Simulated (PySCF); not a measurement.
Correlation energy of Rh⁺ (rhodium, charge +1)

Starting occupation: [Kr] 4d7 5s1, 4d3/2 with m_j = +1/2, +3/2, 4d5/2 with m_j = -3/2, -1/2, +1/2, +3/2, +5/2, 5s1/2 with m_j = +1/2. Computed with PySCF 2.14 in x2c-SVPall-2c with one added diffuse shell each of s, p, d type (7s9p7d1f, 76 functions), with X2C-1e with screened-nucleus spin-orbit coupling, Gaussian nucleus. Frozen: [Ar] 3d10; 16 electrons correlated; the 6 highest virtual spinors left out.

MP2 pair energies summed by pair of shells (mhartree):

```tsv
pair	energy	share (%)
4d-4p	-128.50	36.9
4d-4d	-119.05	34.2
4p-4p	-46.83	13.4
4d-5s	-19.73	5.7
4p-4s	-13.89	4.0
4d-4s	-9.31	2.7
4p-5s	-7.82	2.2
4s-4s	-2.70	0.8
4s-5s	-0.47	0.1
```

Total MP2 correlation energy: -348.30 mhartree.

The GHF reference relaxed away from the jj start to a determinant that is no pure jj level (⟨S²⟩ = 5.96, ⟨J²⟩ = 30.01); the energies belong to that determinant.

This basis was not built for core-valence correlation, so the inner-shell part is incomplete.
